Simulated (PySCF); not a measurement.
**Magnetisability: cyclo-(GeF2)3**

Geometry:
```
atom   x (Å)   y (Å)   z (Å)
 Ge1  -1.467   0.286   0.245
  F2  -2.265  -1.085   1.026
  F3  -1.629   1.392   1.611
 Ge4   0.593   0.213  -1.379
  F5   0.276   1.875  -1.884
  F6  -0.384  -0.552  -2.638
 Ge7   0.867  -0.529   1.126
  F8   2.351   0.424   1.273
  F9   1.658  -2.024   0.619
```

Level of theory: GIAO LC-wPBE/def2-SVP magnetisability, rotational g tensor and spin-rotation constants, non-relativistic, gas phase (PySCF). Geometry: GFN1-xTB.

The calculation is non-relativistic, which matters for the atoms heavier than Zn.

(1) How diamagnetic is it, and how anisotropic?

(2) Split it along the inertial axes a, b, c into diamagnetic and paramagnetic parts about the centre of mass, with the quadrupole moment.

(3) And the rotational g tensor?

Results:

(1) Isotropic -1481 × 10⁻³⁰ J/T², or -89.2 × 10⁻⁶ cm³/mol; principal values -1509, -1509, -1426 × 10⁻³⁰ J/T², anisotropy 83 × 10⁻³⁰ J/T² (root of half the summed squared differences of the principal values). The susceptibility is in cgs units.

(2) 
```tsv
axis	χ (10⁻⁶ cm³/mol)	diamagnetic (10⁻⁶ cm³/mol)	paramagnetic (10⁻⁶ cm³/mol)	summed x² of all electrons (Å²)	quadrupole Θ (D Å)
a	-90.9	-1650.0	1559.2	277.6	+2.50
b	-90.9	-1650.0	1559.2	277.6	+2.50
c	-85.9	-2355.4	2269.5	111.3	-5.00
```
Anisotropies 2χaa − χbb − χcc = -5.0 and 2χbb − χaa − χcc = -5.0 × 10⁻⁶ cm³/mol. Θ is traceless in Buckingham's convention.

(3) 
```tsv
axis	rotational constant (GHz)	g	nuclear part	electronic part
a	0.6586	-0.0187	0.4637	-0.4824
b	0.6581	-0.0187	0.4633	-0.4821
c	0.4423	-0.0127	0.4588	-0.4715
```
Oblate top; isotopes 19F, 74Ge; no vibrational averaging.
